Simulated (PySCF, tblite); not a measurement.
A set of runs on `CBNCB(N)P`; the geometry of each is named by its level. Settings lines and outputs come from a driver script.

Species: C2H11B2N2P.
Atom-mapped SMILES: `[CH3:1][BH:2][NH:3][CH2:4][B:5]([NH2:6])[PH2:7]` (hydrogens: H8, H9, H10 on C1; H11 on B2; H12 on N3; H13, H14 on C4; H15, H16 on N6; H17, H18 on P7)

Step 1: GFN2-xTB geometry optimisation, gas phase (tblite 0.8.0) (from a force-field or distance-geometry start)
```json
{"job": {"kind": "relax", "xc": "GFN2-xTB", "basis": "xTB"}, "charge": 0, "multiplicity": 1}
```
```
step      E/eV     max force
  0    -561.99816    3.138
  1    -562.50071    1.686
  2    -562.84829    1.557
...
181    -564.83931    0.021
182    -564.83935    0.017
183    -564.83939    0.015
184    -564.83941    0.012
185    -564.83943    0.009
```

Energy lowered by 65.5 kcal/mol over 185 steps; largest atomic force 0.009 eV/Å at the end. «max force» is the largest atomic force in eV/Å.

Time: 1.3 s of wall time. Hardware: one thread of an Arm Neoverse V1, on a shared host.

Step 2: GFN2-xTB harmonic vibrations, gas phase (tblite 0.8.0) (on the GFN2-xTB geometry)
```json
{"job": {"kind": "ir", "xc": "GFN2-xTB", "basis": "xTB"}, "charge": 0, "multiplicity": 1}
```
```
(table of modes left out)
```

48 modes from 36 to 3503 cm⁻¹ (unscaled, harmonic); zero-point energy 88.8 kcal/mol; all wavenumbers are real at this level.

On an Arm Neoverse V1 with one thread, shared host with 32 logical CPUs at a one-minute load of 14, this took 0.58 s of wall time.

Step 3: TDDFT CAM-B3LYP/def2-SVPD, vertical, gas phase, core orbitals frozen in the response (PySCF 2.14.0, density-fitted response routines) (on the GFN2-xTB geometry)
```json
{"job": {"kind": "uv", "xc": "CAM-B3LYP", "basis": "def2-SVPD", "nstates": 8, "ntriplets": 3}, "charge": 0, "multiplicity": 1}
```
```
...
Static polarisability (au): isotropic 95.638, principal 83.185 85.459 118.270
Singlet excitations
state   eV       nm        f      main configurations
  1   6.0708    204.2   0.04653   H->L 0.53, H->L+1 0.29, H->L+3 0.10
  2   6.3741    194.5   0.05025   H->L 0.30, H->L+1 0.23, H->L+2 0.15
  3   6.6157    187.4   0.00853   H-1->L 0.65
  4   6.7633    183.3   0.03068   H->L+5 0.43, H->L+4 0.15, H-1->L+1 0.14
  5   6.9916    177.3   0.00344   H-1->L+1 0.51, H->L+3 0.16
  6   7.2455    171.1   0.31016   H-1->L+3 0.41, H->L+3 0.20, H->L+1 0.18
  7   7.3766    168.1   0.01823   H-2->L+3 0.35, H-2->L+1 0.29
  8   7.3954    167.7   0.06609   H->L+2 0.19, H-1->L+2 0.15, H-1->L 0.14
Triplet excitations (Tamm-Dancoff, eV): 5.2979 5.6999 5.7852
```

HOMO -8.34 eV, LUMO 0.62 eV; lowest singlet 6.07 eV; lowest triplet 5.30 eV (Tamm–Dancoff); mean polarisability 95.6 au.

The run took 65 s (grids of density and orbitals included) on Arm Neoverse V1, one thread, no GPU, shared host with 32 logical CPUs at a one-minute load of 12, and the process peaked at 1.1 GiB of memory.

Geometry of the electronic-property runs (GFN2-xTB):
```
atom  x, y, z in Å
C1     2.305    0.613    0.096
B2     1.807   -0.895    0.172
N3     0.694   -1.307   -0.530
C4    -0.209   -0.496   -1.339
B5    -1.478    0.047   -0.530
N6    -1.438    0.035    0.848
P7    -3.056    0.606   -1.466
H8     1.524    1.315    0.384
H9     2.600    0.877   -0.920
H10    3.165    0.801    0.734
H11    2.368   -1.703    0.818
H12    0.362   -2.256   -0.446
H13    0.360    0.354   -1.726
H14   -0.518   -1.075   -2.218
H15   -0.624   -0.294    1.345
H16   -2.182    0.339    1.454
H17   -2.404    1.284   -2.482
H18   -3.285    1.760   -0.734
```

 (This holds for the electronic-property runs.)

One conformer stands for the species.
